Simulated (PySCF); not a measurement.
Electric field gradients and quadrupole coupling constants

Species: C4H7ClSSi.
SMILES with atom numbers: `[CH2:1]=[C:2]([Cl:3])[SiH2:4][C@H:5]1[CH2:6][S:7]1` (hydrogens: H8, H9 on C1; H10, H11 on Si4; H12 on C5; H13, H14 on C6)

Structure used (GFN2-xTB), in Å, numbered top down from 1:
```
atom  x, y, z in Å
C1     2.7647   -0.3252    0.3838
C2     1.5718    0.2164    0.2119
Cl3    1.0960    1.5734    1.1921
Si4    0.2477   -0.2764   -1.0500
C5    -1.3695   -0.4841   -0.0915
C6    -2.3210    0.6449    0.0241
S7    -2.8366   -0.6072   -1.1544
H8     3.4750    0.0290    1.1131
H9     3.0629   -1.1604   -0.2250
H10    0.0808    0.8188   -2.0045
H11    0.6103   -1.5418   -1.6863
H12   -1.3952   -1.2064    0.7180
H13   -2.9359    0.7217    0.9113
H14   -2.0516    1.5968   -0.4143
```

Field gradients from the PBE0/pcSseg-1 density (PySCF, non-relativistic), principal values in atomic units, ordered |Vxx| ≤ |Vyy| ≤ |Vzz|:

```
atom      Vxx      Vyy      Vzz
 Cl3  -1.6853  -2.0347   3.7199
  S7   1.0690   2.1515  -3.2205
```

**Question.** Find the asymmetry η = (Vxx − Vyy)/Vzz and the couplings χ = eQV/h (234.96 MHz × Q in barn × V in au), with Q(35Cl) = −0.0817 b, Q(33S) = −0.0678 b.

**Answer.** 
| atom | environment | nucleus | η | χzz (MHz) | χxx (MHz) | χyy (MHz) |
| --- | --- | --- | --- | --- | --- | --- |
| Cl3 | vinyl chlorine | 35Cl | 0.09 | -71.41 | 32.35 | 39.06 |
| S7 | sulfide sulfur | 33S | 0.34 | 51.30 | -17.03 | -34.28 |

The tensor is traceless: Vxx + Vyy + Vzz = 0.

**Question.** What is Vzz at S7 in SI units (1 au = 9.71736 × 10²¹ V/m²)?

**Answer.** -3.2205 au = -31.295 × 10²¹ V/m².

**Question.** And the gradient at the other heavy atoms, for which no coupling is worked out here?

**Answer.** 
```json
{"atom": "C1", "environment": "terminal =CH2 carbon", "Vzz (au)": "0.316", "η": "0.22"}
{"atom": "C2", "environment": "vinylic C–Cl carbon", "Vzz (au)": "-0.475", "η": "0.46"}
{"atom": "Si4", "environment": "SiH2 silicon", "Vzz (au)": "-0.259", "η": "0.98"}
{"atom": "C5", "environment": "sp3 carbon bound to sulfur", "Vzz (au)": "0.320", "η": "0.52"}
{"atom": "C6", "environment": "sp3 carbon bound to sulfur", "Vzz (au)": "0.282", "η": "0.58"}
```

**Question.** What couplings would deuterons (Q(2H) = 0.00286 b) have in place of the hydrogens, at this geometry?

**Answer.** 
```csv
atom,bonded to,bond length (Å),Vzz (au),η,χzz (kHz)
H8,C1,1.078,0.3317,0.05,223
H9,C1,1.076,0.3372,0.06,227
H10,Si4,1.462,0.1626,0.02,109
H11,Si4,1.462,0.1622,0.02,109
H12,C5,1.085,0.3194,0.05,215
H13,C6,1.082,0.3221,0.05,216
H14,C6,1.082,0.3204,0.05,215
```

One conformer (not necessarily the lowest) at the GFN2-xTB geometry, without solvent, vibrations or thermal averaging. GFN2-xTB bond lengths can be off by several hundredths of an ångström, more for odd bonds, and the gradients follow them. A larger basis could move these couplings by a tenth or more.
